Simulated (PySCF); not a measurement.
CH4MgO, SMILES [CH3][Mg][OH].

The structure is a stationary point at PBE0-D3(BJ)/def2-TZVP. One conformer was computed; it need not be the lowest.

The numbers are results of CAM-B3LYP/def2-TZVPD (PySCF), not measurements.

Symmetry labels are those of the subgroup Cs that the program uses (full group C3v).

Computed valence orbital energies around the gap with their symmetry:
```csv
orbital,symmetry,energy (eV)
HOMO−7,A',-27.05
HOMO−6,A',-19.91
HOMO−5,A',-14.23
HOMO−4,A",-11.97
HOMO−3,A',-11.97
HOMO−2,A',-9.42
HOMO−1,A",-9.42
HOMO,A',-8.67
LUMO,A',-0.18
LUMO+1,A',0.68
LUMO+2,A",0.68
LUMO+3,A',0.89
```
